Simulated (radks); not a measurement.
The numbers below are computed, except where a source is named.
Valence configurations of Gd I (all share [Xe]). Code: a radial shooting solver on a logarithmic mesh with Libxc functionals. Model: scalar-relativistic Kohn-Sham, PBEsol, spin-polarised, spherical densities, finite nucleus; open shells are filled with parallel spins first (spin-orbit coupling, left out, can overturn this in heavy ions); Fermi nuclear charge, rms radius 5.1569 fm. Energies are relative to 4f7 5d1 6s2; eigenvalues in eV for spin up.

valence              E (eV)  moment (Bohr magnetons)    e(4f)   e(5d)   e(6p)   e(6s)
4f7 5d1 6s2           0.000                        8  -10.472  -2.988       -  -4.376
4f7 5d1 6s1 6p1       1.852                       10  -11.540  -4.031  -2.204  -5.346
4f7 6s2 6p1           2.074                        8  -13.746       -  -2.433  -5.728
4f7 5d2 6s1           0.500                       10   -8.704  -2.201       -  -4.094
4f8 6s2              -0.326                        6   -4.441       -       -  -3.774
4f7 5d3               2.497                       10   -7.555  -1.579       -       -
4f5 5d2 6s1 6p2      32.653                       10  -28.799  -8.811  -3.255  -7.367
4f6.5 5d1.5 6s2       4.409                        8  -13.683  -3.602       -  -4.587
4f7 5d0.5 6s2 6p0.5   0.906                        8  -12.085  -4.017  -1.951  -5.069

NIST lists [Xe] 4f7 5d1 6s2 as the ground configuration; this level of theory puts 4f8 6s2 lower, by 0.326 eV. The energies are those of spherical high-spin densities, not of single terms. No valid solution was reached for [Xe] 4f8 5d1 6s1.
